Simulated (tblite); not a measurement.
Species: C2H9AsSi.
SMILES with atom numbers: `[SiH3:1][CH2:2][CH2:3][AsH2:4]` (hydrogens: H5, H6, H7 on Si1; H8, H9 on C2; H10, H11 on C3; H12, H13 on As4)

Computed with GFN2-xTB (tblite), gas phase: L-BFGS steps from a force-field or distance-geometry start until the largest atomic force falls under 0.01 eV/Å.

Geometry at step 12:
```
atom  x, y, z in Å
Si1    -2.0060   -0.2826   -0.6650
C2     -0.3281   -0.6132    0.1643
C3      0.6209    0.5184   -0.2231
As4     2.3355    0.5321    0.7809
H5     -2.2084    1.1671   -0.6725
H6     -3.1097   -0.9123    0.0471
H7     -1.9521   -0.7527   -2.0472
H8     -0.4263   -0.6494    1.2549
H9      0.0857   -1.5779   -0.1504
H10     0.8108    0.5129   -1.3017
H11     0.1595    1.4800    0.0365
H12     2.9286   -0.7163    0.1801
H13     3.0854    1.2944   -0.2830
```

Question: Give the atomic forces at this geometry.

Answer: 
| atom | Fx (eV/Å) | Fy (eV/Å) | Fz (eV/Å) |
| --- | --- | --- | --- |
| Si1 | -0.072 | -0.006 | -0.033 |
| C2 | 0.046 | 0.086 | -0.023 |
| C3 | 0.176 | 0.044 | 0.019 |
| As4 | 0.275 | -0.086 | -0.014 |
| H5 | -0.071 | 0.049 | 0.010 |
| H6 | -0.043 | -0.111 | 0.065 |
| H7 | 0.001 | -0.043 | -0.070 |
| H8 | -0.012 | -0.006 | -0.068 |
| H9 | -0.007 | 0.117 | 0.069 |
| H10 | -0.066 | 0.009 | 0.110 |
| H11 | -0.016 | -0.053 | -0.155 |
| H12 | -0.139 | -0.082 | -0.003 |
| H13 | -0.071 | 0.082 | 0.093 |

The largest, 0.29 eV/Å, acts on As4; the rms over all components is 0.085 eV/Å. The forces sum to zero within rounding, as they must for an isolated molecule in no field.

Question: Give the force on As4 in Eh/bohr and in nN.

Answer: 0.288 eV/Å ÷ 51.422 = 0.00561 Eh/bohr, and 0.288 eV/Å × 1.602 = 0.46 nN.

Question: How far is this geometry from the end of the optimisation?

Answer: 0.074 eV above it, and 0.261 Å rms away after alignment. The bonds farthest from their final lengths, with half the difference of the two atoms' forces along the bond (positive lengthens):

| bond | now (Å) | final (Å) | force along bond (eV/Å) |
| --- | --- | --- | --- |
| Si1–H6 | 1.457 | 1.463 | +0.04 |
| C3–As4 | 1.987 | 1.992 | +0.03 |
| As4–H13 | 1.508 | 1.504 | -0.08 |
| Si1–H7 | 1.461 | 1.465 | +0.02 |
| C3–H11 | 1.098 | 1.094 | -0.02 |
| C3–H10 | 1.095 | 1.092 | -0.07 |

The angle farthest from its final value is Si1–C2–C3, 108.0° against 112.7°.

The cost below is that of the whole relaxation. On one thread of an Arm Neoverse V1, shared host with 32 logical CPUs at a one-minute load of 16, this took 0.44 s of wall time.
